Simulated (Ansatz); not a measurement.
Start from `CN([SiH2]F)[SiH](O)O` and change one atom or group to get `CN([SiH3])[SiH](O)O`.

Ansatz, PBE0-D4/def2-TZVP geometries, multiplicity 1. Each molecule was computed in one conformer, which needn't be the lowest.

| property | `CN([SiH2]F)[SiH](O)O` |
| --- | --- |
| size of the dipole moment (PBE/def2-TZVPP) / D | 1.58 |
| LUMO energy (PBE/def2-TZVPP) / eV | -0.48 |
| HOMO–LUMO gap (PBE0/def2-TZVPP) / eV | 8.03 |
| HOMO–LUMO gap (PBE/def2-TZVPP) / eV | 5.78 |
| LUMO energy (PBE0/def2-TZVPP) / eV | 0.40 |
| HOMO–LUMO gap (ωB97M-V/def2-TZVPP) / eV | 11.99 |

(1) What does the change do to each property? (Estimate.)

Answers

(1) Ansatz gave: 
| property | `CN([SiH3])[SiH](O)O` | shift |
| --- | --- | --- |
| size of the dipole moment (PBE/def2-TZVPP) / D | 1.52 | -0.06 |
| LUMO energy (PBE/def2-TZVPP) / eV | -0.55 | -0.07 |
| HOMO–LUMO gap (PBE0/def2-TZVPP) / eV | 7.58 | -0.45 |
| HOMO–LUMO gap (PBE/def2-TZVPP) / eV | 5.39 | -0.39 |
| LUMO energy (PBE0/def2-TZVPP) / eV | 0.30 | -0.10 |
| HOMO–LUMO gap (ωB97M-V/def2-TZVPP) / eV | 11.46 | -0.53 |

With PBE0 the HOMO rises by 0.34 eV and the LUMO falls by 0.10 eV, so the gap narrows by about 0.44 eV. PBE moves the HOMO by 0.31 eV and ωB97M-V by 0.36 eV. Dipoles are sizes alone; their direction can turn.
